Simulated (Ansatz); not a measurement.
Molecule: C3H9AlO2, net charge 0, singlet state. 
Geometry from a B3LYP-D3(BJ)/def2-TZVP (Ansatz, an electronic-structure program) optimisation:
```
Al
O 1 1.6895
C 2 1.4032 1 139.04
H 3 1.0938 2 109.76 1 138.84
H 3 1.0947 4 107.93 2 -120.57
H 3 1.0958 4 107.95 5 -116.51
O 1 1.6901 2 121.70 3 2.74
C 7 1.4036 1 138.45 2 2.58
H 8 1.0938 7 109.77 1 137.60
H 8 1.0947 9 107.93 7 -120.51
H 8 1.0958 9 107.96 10 -116.53
C 1 1.9381 2 118.90 3 -177.28
H 12 1.0908 1 111.65 2 179.86
H 12 1.0927 13 108.19 1 122.40
H 12 1.0928 13 108.16 14 115.27
```
Charge 0, spin multiplicity 1.

Wanted: atomisation energy (electronic, to ground-state atoms), in kcal/mol. Correlated levels leave the core frozen unless marked. Open shells are spin-unrestricted. No spin-orbit coupling. No relativistic terms. The coupled-cluster limit lacks core correlation, which all-electron functionals hold. Basis-set limits of correlation are two-point, X^-3; Hartree-Fock from the larger set.

```csv
level,program,atomisation energy (kcal/mol)
HF/STO-3G,Ansatz,1249.1
HF/aug-cc-pV(Q+d)Z,Ansatz,1024.1
BLYP-D3(BJ)/def2-TZVPD,Ansatz + dftd3,1376.7
revPBE-D4/def2-TZVPD,Ansatz + dftd4,1366.5
HSE06/def2-TZVPD,Ansatz,1373.8
CAM-B3LYP-D3(BJ)/def2-TZVPD,Ansatz + dftd3,1388.5
B2GP-PLYP-D4/def2-TZVPD,Ansatz + dftd4,1365.1
B2PLYP-D3(BJ)/def2-TZVPD,Ansatz + dftd3,1369.9
B2PLYP-D4/def2-TZVPD,Ansatz + dftd4,1369.3
MP2/aug-cc-pV(D+d)Z,Ansatz,1316.2
"RI-MP2/CBS(aug-cc-pV(T+d)Z,aug-cc-pV(Q+d)Z)",Ansatz,1407.6
"RI-MP2/CBS(cc-pV(T+d)Z,cc-pV(Q+d)Z)",Ansatz,1407.1
SCS-MP2/6-31G*,Ansatz,1262.6
SCS-MP2/cc-pV(D+d)Z,Ansatz,1285.9
"CCSD(T)/CBS(cc-pV(T+d)Z,cc-pV(Q+d)Z)",Ansatz,1384.4
```
